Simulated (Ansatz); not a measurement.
Basis-set series for `C[SiH](N)O`. Charge 0, multiplicity 1. The geometry is a stationary point of PBE0-D4/def2-TZVP. It is one conformer, not always the lowest.

```tsv
functional	basis	functions	energy (Eh)	HOMO (eV)	LUMO (eV)
PBE0-D4	def2-SVP	95	-461.33438	-7.19	1.61
PBE0-D4	def2-QZVPP	451	-461.67693	-7.49	0.43
ωB97M-V	def2-SVP	95	-461.54523	-9.57	3.21
ωB97M-V	def2-QZVPP	451	-461.89526	-9.88	1.56
```

(1) Give the rows for def2-TZVPP. (Best estimate.)

Answers

(1) Ansatz gave: 
| functional | basis | functions | energy (Eh) | HOMO (eV) | LUMO (eV) |
| --- | --- | --- | --- | --- | --- |
| PBE0-D4 | def2-TZVPP | 233 | -461.65590 | -7.44 | 0.87 |
| ωB97M-V | def2-TZVPP | 233 | -461.87541 | -9.83 | 2.26 |

Positive LUMOs are unbound and depend on the basis.
